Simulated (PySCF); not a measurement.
SMILES [CH3][Al]([CH3])[CH2][Ge]([Cl])([Cl])[Cl] (C3H8AlCl3Ge), GFN2-xTB optimised geometry.

```
16

Ge    -1.00    -2.36     0.85
Cl    -0.31    -0.63     2.12
Cl     0.20    -3.97     1.58
Cl    -3.00    -2.67     1.53
C     -0.61    -1.46    -0.87
Al     0.04     0.34     0.00
C     -1.50     1.59     0.00
C      2.03     0.34     0.00
H     -1.52    -1.46    -1.47
H      0.12    -2.07    -1.41
H     -1.60     2.14    -0.95
H     -1.42     2.36     0.78
H     -2.47     1.09     0.16
H      2.44     0.71    -0.95
H      2.45     0.99     0.78
H      2.47    -0.65     0.16
```

Density from PBE0/def2-TZVP in PySCF 2.14.0 at that geometry.

Minimum of the electron density along straight lines between bonded atoms, close to the bond critical point (lines longer than 1.1 times the sum of covalent radii, or with two minima, are not listed):

```
bond     length / Å  ρ at the minimum / e bohr⁻³  ∇²ρ there / e bohr⁻⁵  position (fraction from the first atom)
-------  ----------  ---------------------------  --------------------  ---------------------------------------
Ge1–Cl2       2.252                        0.086                  0.13                                     0.43
Ge1–Cl3       2.133                        0.110                  0.17                                     0.43
Ge1–Cl4       2.132                        0.110                  0.17                                     0.43
Ge1–C5        1.980                        0.122                 -0.01                                     0.49
Cl2–Al6       2.355                        0.039                  0.16                                     0.63
C5–Al6        2.106                        0.063                  0.18                                     0.61
Al6–C7        1.987                        0.082                  0.23                                     0.40
Al6–C8        1.986                        0.082                  0.23                                     0.40
C5–H9         1.092                        0.271                 -0.90                                     0.64
C5–H10        1.092                        0.271                 -0.90                                     0.64
C7–H11        1.094                        0.267                 -0.87                                     0.64
C7–H12        1.097                        0.266                 -0.86                                     0.64
C7–H13        1.098                        0.265                 -0.86                                     0.64
C8–H14        1.094                        0.267                 -0.87                                     0.64
C8–H15        1.097                        0.266                 -0.86                                     0.64
C8–H16        1.098                        0.266                 -0.86                                     0.64
```
